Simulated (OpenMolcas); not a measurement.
Levels of Lu I by method

```
Program             : OpenMolcas
Basis               : ANO-RCC-VQZP [9s8p6d4f3g2h]
Scalar Hamiltonian  : DKH2, point nucleus
Active space        : 3 electrons in 6 orbitals (5d 6s)
State averaging     : 2S+1 = 4 even, 20 roots (10 in the spin-orbit step); 2S+1 = 2 even, 30 roots
Spin-orbit coupling : RASSI with atomic mean-field integrals over the reference wave functions, term energies averaged over their components
```

Methods on the same reference wave functions:
A. CASSCF
B. SS-CASPT2, IPEA 0.25 Eh, imaginary shift 0.1 Eh (closed shells correlated: 5s 5p)
C. MS-CASPT2, IPEA 0.25 Eh, imaginary shift 0.1 Eh (closed shells correlated: 5s 5p)

Energies in cm-1 above 5d 6s2 2D 3/2, the measured ground level; measured values from NIST Handbook of Basic Atomic Spectroscopic Data.

```csv
Level,A,B,C,Measured
5d 6s2 2D 3/2,0.0,0.0,0.0,0.0
5d 6s2 2D 5/2,1819,1819,1891,1994
5d2 6s 4F 3/2,14791,17000,17330,18851
5d2 6s 4F 5/2,15404,17610,17940,19403
5d2 6s 4F 7/2,16265,18520,18850,20247
5d2 6s 4F 9/2,17313,19570,19900,21242
5d2 6s 4P 1/2,21485,22660,23000,21472
5d2 6s 4P 3/2 [70 %],21915,22980,23380,22468
5d2 6s 2D 3/2 [64 %],25489,23750,24330,24518
5d2 6s 2G 7/2 [71 %],26969,27020,27360,
5d2 6s 2G 9/2,27378,26710,27040,26671
5d2 6s 2F 7/2 [71 %],28530,25600,25930,
5d2 6s 2P 1/2,28682,27350,27680,28793
5d2 6s 2P 3/2,29790,28470,28830,29938
```

Deviations, from unrounded energies. A percentage is the sum of absolute deviations over the sum of measured energies, with the sign that they share, or ± where signs differ.

| Against measurement | Levels | A | B | C |
| --- | --- | --- | --- | --- |
| mean absolute deviation (cm-1) | 11 | 1700 | 1100 | 1000 |
| fine structure of the ground term (%) | 1 | -8.8 | -8.8 | -5.2 |
| other configurations (%) | 10 | ±7.9 | ±5.3 | ±4.7 |

C lies closest to measurement on these levels and A furthest from it. The largest miss of C in the table is 5d2 6s 4P 1/2, by +1500 cm-1. The ranking rests on the paired levels alone, and a cruder setting can come out closer through cancelling errors.

Between B and C the level of the table that moves most is 5d2 6s 2D 3/2 [64 %], by 570 cm-1 (lowest in B, highest in C). Moves below CASPT2's spread within the term are not significant.

The mean deviations of B to C differ by less than CASPT2's widest spread within a term (990 cm-1), so their order carries little weight.

The lowest spin-free term lies below A's lowest term by 0.250 hartree in B, 0.251 hartree in C.

Term energies are means over components that CASPT2 splits; among the terms shown or strongly mixed into the levels shown the widest spread is 990 cm-1 (5d2 6s 2G, C). Over all roots computed the reference weight is 0.86 to 0.93 in B, 0.86 to 0.93 in C; the roots of lowest weight are the least certain, and an intruder state may touch them. Some high roots are left out of the spin-orbit mixing, which shifts the levels that they would mix with. A single d shell beside an s shell can misplace configurations of different d count against each other. Without dynamic correlation excited terms often stand tens of per cent too high (terms of higher spin than the ground term too low), and those without a measured partner can miss by more than the paired ones (holds for A). Some levels mix across a computed gap that differs much from the measured one, so their mixing is not that of the real levels (holds for B; C). Computed and measured levels are paired by configuration, term and J; levels that our copy of the source lacks, or whose pairing is in doubt (as where it misses far off the trend of its configuration), stay unpaired and out of the deviations. Only configurations of the active space appear. Levels that lie high or do not pair safely by name in every column are left out.

A share in square brackets marks a mixed level and gives the weight of the term that names it, the lowest over the columns.
